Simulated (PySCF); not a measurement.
All numbers come from PySCF, PBE0, basis Ir def2-TZVP with ECP60, H def2-TZVP (scalar-relativistic core potentials, no spin–orbit coupling, density fitting). Open shells, if any, are unrestricted.

Problem. What spin state, shape and geometry does isolated IrH2 take (every ligand bound to Ir)?

Solution. Formally Ir is in oxidation state +2, d7, with 1 unpaired electron (the high-spin count would be 3). The Mulliken spin on Ir is 1.06. The polar-tensor charge on Ir, 0.32, is far below the formal one. The lowest minimum found is a doublet of C2v symmetry with Ir–H 1.539 Å (×2); H–Ir–H 89.8°. Its harmonic wavenumbers are 701 (a1), 2379 (b2), 2418 (a1) cm⁻¹ and its dipole moment is 1.84 D.

Other isomers or separated fragments may lie lower. With open d or f shells other occupations or spin states may lie lower. No spin–orbit coupling is included, which matters more the heavier the element.
